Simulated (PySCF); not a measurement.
**Complete the spectrum of triethylarsine**

Species: triethylarsine, C6H15As.
SMILES: `CC[As](CC)CC`

The calculation used TDDFT wB97X-D/def2-SVPD, vertical, gas phase, core orbitals frozen in the response (PySCF). Geometry: PBE0-D3(BJ)/def2-SVP, one conformer, isolated molecule. The wB97X-D/def2-SVPD calculation is non-relativistic and has no spin–orbit coupling, an omission that weighs most on arsenic. Torsions of this conformer, `[CH3:1][CH2:2][As:3]([CH2:4][CH3:5])[CH2:6][CH3:7]`: C1–C2–As3–C4 71°, C2–As3–C4–C5 -98°, C2–As3–C6–C7 -179°.

Orbital energies (eV): HOMO-3 -11.49, HOMO-2 -9.90, HOMO-1 -9.86, HOMO -8.14, LUMO 2.27, LUMO+1 2.38, LUMO+2 2.50.

Lowest singlets, with some entries withheld (?).

```json
{"state": "S1", "ν̃ (cm⁻¹)": "50260", "f": "?", "main configurations (H = HOMO, L = LUMO)": "H→L (72%), H→L+4 (12%), H→L+1 (10%)"}
{"state": "S2", "ν̃ (cm⁻¹)": "51370", "f": "?", "main configurations (H = HOMO, L = LUMO)": "H→L+2 (49%), H→L+1 (30%)"}
{"state": "S3", "ν̃ (cm⁻¹)": "55260", "f": "?", "main configurations (H = HOMO, L = LUMO)": "H→L+1 (45%), H→L+2 (32%), H→L+7 (8%)"}
{"state": "S4", "ν̃ (cm⁻¹)": "58110", "f": "?", "main configurations (H = HOMO, L = LUMO)": "H→L+3 (78%), H→L+2 (9%)"}
{"state": "S5", "ν̃ (cm⁻¹)": "61620", "f": "?", "main configurations (H = HOMO, L = LUMO)": "H→L+4 (65%), H→L (9%)"}
{"state": "S6", "ν̃ (cm⁻¹)": "62340", "f": "?", "main configurations (H = HOMO, L = LUMO)": "H→L+6 (51%), H-1→L (18%)"}
{"state": "S7", "ν̃ (cm⁻¹)": "63290", "f": "?", "main configurations (H = HOMO, L = LUMO)": "H-1→L (38%), H-2→L+1 (16%), H-2→L (10%)"}
{"state": "S8", "ν̃ (cm⁻¹)": "64670", "f": "?", "main configurations (H = HOMO, L = LUMO)": "H-2→L+1 (19%), H→L+6 (18%), H-2→L (16%)"}
{"state": "S9", "ν̃ (cm⁻¹)": "64890", "f": "?", "main configurations (H = HOMO, L = LUMO)": "H-1→L+2 (21%), H-2→L+2 (20%), H-2→L+1 (11%)"}
{"state": "S10", "ν̃ (cm⁻¹)": "65440", "f": "?", "main configurations (H = HOMO, L = LUMO)": "H→L+7 (24%), H→L+8 (14%), H-2→L+2 (13%)"}
```

(1) What stands in place of each question mark?

(2) Where do the lowest triplets lie (Tamm–Dancoff)?

(3) How far apart are S6 and S10, in eV and cm⁻¹?

(4) Which level carries the most intensity, and what share of the listed sum of f?

Results:

(1) 
- S1: f = 0.138
- S2: f = 0.139
- S3: f = 0.0067
- S4: f = 0.291
- S5: f = 0.0080
- S6: f = 0.0065
- S7: f = 0.0025
- S8: f = 0.027
- S9: f = 0.021
- S10: f = 0.025

(2) T1 5.32 eV, H→L (59%), H→L+4 (22%), H→L+1 (10%); T2 5.48 eV, H→L+2 (36%), H→L+1 (24%), H→L+6 (14%); T3 6.74 eV, H→L+1 (40%), H→L+2 (38%), H→L+7 (8%); T4 7.15 eV, H→L+3 (47%), H-2→L (11%). E(S1) − E(T1) = +0.91 eV.

(3) 8.113 − 7.729 = 0.384 eV, or about 3100 cm⁻¹.

(4) S4, with f = 0.291 of 0.664, 44%.

The vertical ionisation energy (ΔSCF) is 8.29 eV, 0.18 eV above S10.
